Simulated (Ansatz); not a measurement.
Relaxation of H₃Se (4 atoms, charge 0, multiplicity 2), to a largest force component of 0.03 eV/Å in at most 50 steps.

All numbers below come from UKS B3LYP/def2-SVP (Ansatz 0.2.0).

```xyz
4
Properties=species:S:1:pos:R:3
H -0.708 -0.630 -0.804
Se 1.431 0.769 0.366
H -1.336 -0.484 -1.089
H 0.613 0.346 1.527
```

Q: Where does it end, and by what steps?

A: The forces met the threshold. After 5 steps the energy has fallen by 0.093 eV; H3 moved furthest, 0.45 Å.

| step | energy less start (eV) | largest force component (eV/Å) | accepted |
| --- | --- | --- | --- |
| 0 | 0.0000 | 2.182 | yes |
| 1 | -0.0727 | 0.520 | yes |
| 2 | -0.0768 | 0.522 | yes |
| 3 | -0.0901 | 0.078 | yes |
| 4 | -0.0921 | 0.095 | yes |
| 5 | -0.0928 | 0.003 | yes |

```xyz
4
Properties=species:S:1:pos:R:3
H -0.929 -0.514 -1.019
Se 1.746 0.854 0.618
H -1.589 -0.808 -1.262
H 0.773 0.468 1.663
```

Run time: 17 s on 1 thread of Arm Neoverse V2, with other jobs on the host, peak memory 0.11 GiB.
